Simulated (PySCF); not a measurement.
**Computed structure and properties of Lu2O3**

System: Lu2O3 (singlet in the valence; each metal's 4f electrons, 14 of them, lie in its core potential, out of spins and levels); start: displaced along the imaginary mode (C2v). Method: PySCF 2.14.0, RKS BP86, Lu lcecp-1-SVP with ECP60, O def2-SVP; non-relativistic Hamiltonian with scalar-relativistic core potentials where named; density fitting; no spin-orbit coupling.

Input of the relaxation:

```python
mol = gto.M(atom='''
Lu     0.02364     0.01727     2.16373
Lu     0.02364     0.01727    -2.16373
O     -0.20187    -0.14748     0.00000
O     -0.15762    -0.11515     4.02370
O     -0.15762    -0.11515    -4.02370''',
    basis={'Lu': 'lcecp-1-SVP', 'O': 'def2-SVP'},
    ecp={'Lu': 'lcecp-1-SVP'},
    charge=0, spin=0)
mf = dft.RKS(mol, xc='B88,P86')
mf.grids.atom_grid = (50, 194)  # f atoms: unpruned, at least (60, 302)
mf = mf.density_fit()  # fitting sets: Lu AutoAux, O def2-universal-JKFIT
mf.conv_tol = 1e-08; mf.max_cycle = 55
mf.kernel(dm0)  # dm0: converged density of the start geometry
# quasi-Newton relaxation in Cartesian coordinates to a largest gradient under 0.00045 Eh/bohr, steps kept in the point group
```

Run from Python with OMP_NUM_THREADS=2; the lines above give its settings. Where DIIS fails, smearing, a level shift and second-order steps follow.
It took 3.1 min on 2 threads of Arm Neoverse V1 (shared host), from the converged density of the start.

Course of the relaxation:

```json
{"step": "0", "energy above end (eV)": "1.6304", "largest force component within the symmetry (eV/Å)": "0.523"}
{"step": "1", "energy above end (eV)": "1.5419", "largest force component within the symmetry (eV/Å)": "0.448"}
{"step": "2", "energy above end (eV)": "1.0823", "largest force component within the symmetry (eV/Å)": "0.592"}
{"step": "3", "energy above end (eV)": "0.8079", "largest force component within the symmetry (eV/Å)": "2.064"}
{"step": "4", "energy above end (eV)": "0.6941", "largest force component within the symmetry (eV/Å)": "1.242"}
{"step": "5", "energy above end (eV)": "0.6424", "largest force component within the symmetry (eV/Å)": "0.859"}
{"step": "6", "energy above end (eV)": "0.5964", "largest force component within the symmetry (eV/Å)": "1.368"}
{"step": "7", "energy above end (eV)": "0.5444", "largest force component within the symmetry (eV/Å)": "1.146"}
{"step": "20", "energy above end (eV)": "0.0137", "largest force component within the symmetry (eV/Å)": "0.375"}
{"step": "21", "energy above end (eV)": "0.0026", "largest force component within the symmetry (eV/Å)": "0.115"}
{"step": "22", "energy above end (eV)": "0.0005", "largest force component within the symmetry (eV/Å)": "0.068"}
{"step": "23", "energy above end (eV)": "0.0002", "largest force component within the symmetry (eV/Å)": "0.021"}
{"step": "24", "energy above end (eV)": "0.0001", "largest force component within the symmetry (eV/Å)": "0.036"}
{"step": "25", "energy above end (eV)": "0.0000", "largest force component within the symmetry (eV/Å)": "0.011"}
```
(The steps between are left out.)

Relaxed geometry (C2v):

```xyz
5

Lu    0.4315    0.3153    2.0082
Lu    0.4315    0.3153   -2.0082
O     0.6989    0.5106    0.0000
O    -1.0159   -0.7422    2.4212
O    -1.0159   -0.7422   -2.4212
```

| contact | Å |
| --- | --- |
| Lu1–O3 (O) | 2.035 |
| Lu1–O4 (O) | 1.840 |
| Lu2–O5 (O) | 1.840 |

On the finer grid (75, 302):

```
HOMO                                                          : -4.58 eV
LUMO                                                          : -3.06 eV
Dipole about the centre of mass                               : 12.01 D
Set of Mulliken populations of Lu1 outside the core potential : s 2.31, p 6.33, d 1.64, f 0.06
D3(BJ) dispersion energy (not in the energies)                : -0.206 eV
```

```tsv
atom	Mulliken (e)	Löwdin (e)	spin (e)
Lu1	0.66	0.47	0.00
Lu2	0.66	0.47	0.00
O3	-0.60	-0.33	0.00
O4	-0.37	-0.30	0.00
O5	-0.37	-0.30	0.00
```

The 4f levels lie in the core potential and are missing.

No frequency check is given for this geometry.

Rigid scan of O along the line from its metal:

```tsv
distance to O3 (Å)	energy (eV)
1.74	1.531
1.84	0.639
1.94	0.152
2.04	0.000
2.14	0.148
2.24	0.605
2.44	2.642
```

One start shape was tried, so this needn't be the lowest isomer.

An lcecp potential fixes the number of 4f electrons, so in runs with it no electron can move into or out of that shell.
